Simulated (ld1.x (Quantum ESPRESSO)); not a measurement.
# Debugging a pseudopotential input (vanadium (V), ld1.x (Quantum ESPRESSO) 7.5)

Command:

```bash
ld1.x < V.in > V.out
```

Input:

```
&input
   title='V', zed=23., rel=3, dft='PBE', iswitch=3,
   config='[Ar] 3d3 4s1.75 4p0',
   nld=3, rlderiv=3.15, eminld=-3.0, emaxld=5.0, deld=0.02
 /
 &inputp
   pseudotype=2, tm=.true., lloc=0,
   nlcc=.false.,
   file_pseudopw='V.UPF', file_wfcaegen='ae.wfc', file_wfcncgen='nc.wfc', file_beta='beta', file_chi='chi'
 /
3
4P  2  1   0.00   0.00  2.90  2.90  0.0
3D  3  2   3.00   0.00  1.65  1.65  0.0
4S  1  0   1.75   0.00  2.05  2.05  0.0
 &test
   configts(1)='3d3 4s1.75 4p0'
 /
```

This is an input that runs to its end, with one change: rel changed from 1 to 3.

Question: How does the run end?

Answer: The program refuses the input: "ld1_readin: wrong rel".

```
Program LD1 v.7.5

 %%%%%%%%%%%%%%%%%%%%%%%%%%%%%%%%%%%%%%%%%%%%%%%%%%%%%%%%%%%%%%%%%%%%%%%%%%%%%%
     Error in routine ld1_readin (1):
     wrong rel
 %%%%%%%%%%%%%%%%%%%%%%%%%%%%%%%%%%%%%%%%%%%%%%%%%%%%%%%%%%%%%%%%%%%%%%%%%%%%%%

     stopping ...
```
